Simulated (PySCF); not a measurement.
Al+: ionisation energy

Al+ [Ne] 3s2 (1S) → Al(2+) [Ne] 3s1 (2S), as a difference of total energies. Computed with PySCF 2.14 in Sapporo-DZP-2012 (5s4p2d, 27 functions), with scalar relativity by spin-free X2C-1e. Correlated levels: valence: [Ne] frozen. The calculations carry no spin-orbit coupling.

| method | ionisation energy (eV) |
| --- | --- |
| UHF | 17.554 |
| BP86 | 18.869 |
| B3LYP | 18.934 |
| MP2 (valence) | 18.192 |
| SCS-MP2 (valence) | 18.319 |
| CCSD (valence) | 18.532 |

**Question.** How much does correlation contribute at MP2 (valence)?

**Answer.** 18.192 − (17.554) = 0.638 eV, measured against UHF.

Errors of the correlated levels include the incompleteness of this basis and the frozen core.

With two correlated electrons CCSD is exact in that space.

For comparison: 18.829 eV (measured; NIST Atomic Spectra Database, ionization energies).
